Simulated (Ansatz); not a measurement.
Reaction (formal exchange of groups at a Mg–O bond): `[OH][Mg][OH]` + `C#CCOC` → `C[O][Mg][OH]` + `C#CCO`

Gas-phase electronic energies from Ansatz, PBE0-D4/def2-TZVP geometries. CBS: MP2 limit from def2 TZ/QZ plus the TZ coupled-cluster correction, frozen cores. This one scheme is used for every species. Functionals use def2-TZVPP. For Mg outer-core shells are correlated without core-valence functions, which leaves a few kJ/mol of doubt a bond. Each species was taken in one conformer, which may not be the lowest.

`[OH][Mg][OH]`:

Cartesian coordinates in Å:
```
O 0.738 -1.078 1.189
Mg 0.001 -0.001 -0.002
O -0.732 1.071 -1.199
H 1.392 -1.351 1.818
H -1.400 1.359 -1.806
```

`C#CCOC`:

```xyz
11

C     0.571    1.925   -2.079
C     0.519    1.065   -1.246
C     0.485    0.016   -0.242
O    -0.771   -0.022    0.384
C    -0.830   -1.029    1.358
H     0.612    2.690   -2.818
H     0.708   -0.951   -0.721
H     1.281    0.196    0.498
H    -0.663   -2.024    0.921
H    -1.826   -0.997    1.796
H    -0.085   -0.869    2.150
```

`C[O][Mg][OH]`:

Cartesian coordinates in Å:
```
C 0.786 1.007 -1.189
O 0.169 0.221 -0.244
Mg -0.618 -0.774 0.973
O -1.391 -1.717 2.249
H 1.151 1.951 -0.760
H 0.104 1.269 -2.011
H 1.652 0.500 -1.638
H -1.853 -2.457 2.619
```

`C#CCO`:

```xyz
8

C    -0.045   -1.791    0.542
C     0.140   -0.630    0.300
C     0.318    0.786    0.001
O    -0.336    1.196   -1.179
H    -0.197   -2.823    0.753
H    -0.013    1.375    0.868
H     1.379    1.000   -0.146
H    -1.246    0.888   -1.139
```

Question: Is it downhill or uphill in electronic energy at CCSD(T)/CBS, and by how much? (An estimate is asked.)

Answer: Ansatz gave: Uphill: ΔE = +14.3 kJ/mol.

Question: What do these levels give: PBE-D4, CAM-B3LYP-D4, B2PLYP, PBE-QIDH, PBE0, r2SCANh, CAM-B3LYP, MP2/def2-SVP, CCSD(T)/def2-SVP, HF/def2-TZVPP, MP2/def2-TZVPP, SCS-MP2/def2-QZVPP? (Estimate.)

Answer: Ansatz gave: PBE-D4 11.7, CAM-B3LYP-D4 13.0, B2PLYP 12.5, PBE-QIDH 12.4, PBE0 9.9, r2SCANh 11.8, CAM-B3LYP 11.8, MP2/def2-SVP 8.5, CCSD(T)/def2-SVP 6.1, HF/def2-TZVPP 8.1, MP2/def2-TZVPP 16.4, SCS-MP2/def2-QZVPP 14.4 kJ/mol.

Largest T1 diagnostic among the species: 0.012.

Leaving LDA and LC-ωPBE aside and taking each functional with its dispersion term where it has one, the values, not all of them listed here, spread over 2.8 kJ/mol, from HSE06-D4 to ωB97M-V. LDA lies +3.3 kJ/mol from PBE without D4. At CCSD(T), def2-SVP lies −8.2 kJ/mol from the extrapolated value and def2-TZVPP −0.3 kJ/mol.
